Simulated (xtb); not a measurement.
C2Cl4 (SMILES ClC(Cl)=C(Cl)Cl), singlet, at a GFN2-xTB geometry. Base run: GFN2-xTB in xtb.

Here is a job for xtb.
```
$ xtb mol.xyz --gfn 2 --json

# file mol.xyz
6

C      0.00305246     0.00262455     0.66926011
C     -0.00305246    -0.00262455    -0.66926011
Cl     0.00298418     1.45814059     1.57060993
Cl     0.01139454    -1.44577756     1.58195950
Cl    -0.00298418    -1.45814059    -1.57060993
Cl    -0.01139454     1.44577756    -1.58195950
```

The base run was repeated with changes; each row names its change, and settings that it needs were set with it.

```json
[
 {"change": "base", "ΔE vs base (kcal/mol)": "0.000", "HOMO-LUMO gap (eV)": "3.71", "G_solv (kcal/mol)": "-", "SCF cycles": "9"},
 {"change": "acc = 30", "ΔE vs base (kcal/mol)": "0.000", "HOMO-LUMO gap (eV)": "3.71", "G_solv (kcal/mol)": "-", "SCF cycles": "7"},
 {"change": "alpb = dmf", "ΔE vs base (kcal/mol)": "-4.96", "HOMO-LUMO gap (eV)": "3.72", "G_solv (kcal/mol)": "-4.97", "SCF cycles": "9"},
 {"change": "alpb = methanol", "ΔE vs base (kcal/mol)": "-3.61", "HOMO-LUMO gap (eV)": "3.73", "G_solv (kcal/mol)": "-3.64", "SCF cycles": "9"},
 {"change": "etemp = 3000", "ΔE vs base (kcal/mol)": "-0.019", "HOMO-LUMO gap (eV)": "3.71", "G_solv (kcal/mol)": "-", "SCF cycles": "9"},
 {"change": "acc = 0.0001", "ΔE vs base (kcal/mol)": "0.000", "HOMO-LUMO gap (eV)": "3.71", "G_solv (kcal/mol)": "-", "SCF cycles": "13"},
 {"change": "etemp = 10000", "ΔE vs base (kcal/mol)": "-15.56", "HOMO-LUMO gap (eV)": "3.86", "G_solv (kcal/mol)": "-", "SCF cycles": "9"},
 {"change": "file = coord", "ΔE vs base (kcal/mol)": "0.000", "HOMO-LUMO gap (eV)": "3.71", "G_solv (kcal/mol)": "-", "SCF cycles": "9"}
]
```

ALPB and GBSA are two models with their own fitted parameters for each solvent, which aren't always the measured dielectric constant.
